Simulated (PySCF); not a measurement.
Gas-phase XPS of Ge(SMe)Cl3, computed

Species: Ge(SMe)Cl3, CH₃Cl₃GeS.
Bonds: Ge1–S2, Ge1–Cl7, Ge1–Cl8, Ge1–Cl9, S2–C3. Hydrogens: H4, H5, H6 on C3.

Level of theory: delta-SCF UKS SCAN, pcX-2 on the ionised atom, pcseg-1 elsewhere, spin-free X2C (PySCF). Each binding energy is the total energy of the core-ionised species, with the hole localised on one atom, minus that of the ground state; both are solved self-consistently, so orbital relaxation is included.

Question: List the computed XPS lines with their assignment.

Answer: 
```tsv
atom(s)	environment	level	binding energy (eV)	2p1/2 (eV)	count
Cl7/Cl8/Cl9	chlorine bonded to Ge	Cl 2p3/2	206.05	207.70	3
C3	carbon bonded to S and 3 H	C 1s	292.01	–	1
S2	sulfur bonded to C and Ge	S 1s	2477.59	–	1
Cl7/Cl8/Cl9	chlorine bonded to Ge	Cl 1s	2828.65	–	3
```

Question: Give the binding energy of C 1s of C3 in hartree and in kJ/mol.

Answer: 292.01 eV = 10.7312 Eh = 28175 kJ/mol.

Question: Which effective nuclear charge Zeff reproduces each element's mean 1s value in the hydrogen-like formula E = 13.606 eV × Zeff²?

Answer: C (Z = 6): mean 292.0 eV, Zeff = 4.63, Z − Zeff = 1.37; S (Z = 16): mean 2477.6 eV, Zeff = 13.49, Z − Zeff = 2.51; Cl (Z = 17): mean 2828.6 eV, Zeff = 14.42, Z − Zeff = 2.58. Means run over the listed sites, weighted by atom count.

One atom of each set of topologically equivalent atoms was ionised and stands for the set; in this conformer not all members are related by symmetry, and their own values weren't computed. Not every level is listed. 2p3/2 and 2p1/2 are the ΔSCF energy of one spin-free 2p hole plus the eigenvalues of a spin–orbit and ligand-field matrix of the shell. 2p1/2 minus 2p3/2 (ligand field included): Cl 1.65 eV. No level of germanium is listed. Isolated species at its PBE0-D3(BJ)/def2-SVP geometry, gas phase.

Time: 69 s wall; peak memory 0.56 GiB. Hardware: an AMD EPYC with one thread, shared host with 64 logical CPUs at a one-minute load of 58.
